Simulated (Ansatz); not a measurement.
The same path of BrH + H4OSn (8 atoms, charge 0, multiplicity 1) was run twice with different band settings. Lost on the way: Sn1–O2, Br7–H8. Made: Sn1–Br7, O2–H8.

These are results of RKS PBE0/def2-SVP in Ansatz 0.2.0, not measurements.

Relaxed end points:

```xyz
8
Properties=species:S:1:pos:R:3
Sn -0.157 0.175 -0.160
O 0.115 -0.177 1.819
H -0.701 -0.215 2.334
H 1.439 0.352 -0.714
H -1.075 1.618 -0.233
H -0.999 -1.161 -0.809
Br 1.736 -2.771 1.994
H 0.969 -1.494 2.041
```

```xyz
8
Properties=species:S:1:pos:R:3
Sn 0.426 -0.151 -0.349
O -0.675 -0.381 2.446
H -1.187 -1.197 2.475
H 1.192 -0.115 -1.886
H 0.379 1.402 0.342
H -1.053 -0.989 -0.457
Br 2.032 -1.571 0.999
H 0.212 -0.671 2.701
```

Common settings: movable images 7; climbing image yes; spring 5.0 eV/Å²; optimiser quadratic models (default); force threshold 0.03 eV/Å; iteration limit 60; end points relaxed.

| run | start path |
| --- | --- |
| 1 | through a guess of the saddle point |
| 2 | straight line |

Question: What does each run give, and how far can it be trusted?

Answer: Run 1: converged after 28 iterations, highest image 0.031 eV above the first end. A vibrational analysis at the climbing image gives one clearly imaginary mode, 196i cm⁻¹: a first-order saddle point.
Run 2: converged after 27 iterations, highest image 0.031 eV above the first end. Beside the main top the profile has a ripple of under 15 meV (maxima at images 2, 6), which may be a very shallow well or noise. Another band between the same ends (7 images) ends at a top of the same energy, where a vibrational analysis finds 1 clearly imaginary mode.
The orbitals stay closed-shell, which can raise the energy where a bond breaks towards radicals; this wasn't checked here.
